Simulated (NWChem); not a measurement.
**Spin states of CHO2**

SMILES: O=[C]O
```xyz
4

O     -0.9453     0.6808     0.0000
C     -0.3055    -0.3133     0.0000
O      0.9944    -0.4930     0.0000
H      1.4398     0.3772     0.0000
```
Charge 0, spin multiplicity 2.

The numbers come from NWChem runs, not from measurements. All single points use one geometry, from UPBE0/def2-SVP, a minimum by its harmonic frequencies. It is one conformer; others weren't searched.

Basis set: def2-TZVP. The gap is E(quartet) − E(doublet) at the geometry of the doublet, so a negative value puts the higher spin lower. Open shells are unrestricted. The quartet is the single determinant that the SCF runs reached, with unpaired electrons in orbitals of symmetry a" and a" and a' (Cs labels); it need not be the lowest quartet, which in molecules with degenerate π orbitals can need several determinants.

The correlated methods keep 3 core orbitals frozen. B3LYP has NWChem's definition, with VWN1-RPA local correlation. The structure started from a generated list of species. The unpaired electrons of the parent sit in orbitals of symmetry a' (Cs labels of the run); other states weren't searched. The stability of the SCF solutions was not checked. Open-shell Hartree-Fock references start from PBE0 orbitals.

Question: For the vertical doublet-quartet gap, B3LYP gives 154.9 kcal/mol and PBE0 gives 152.7 kcal/mol. What do PBE, B2PLYP, HF give?

Answer: PBE: 155.2 kcal/mol; B2PLYP: 160.9 kcal/mol; HF: 124.9 kcal/mol.
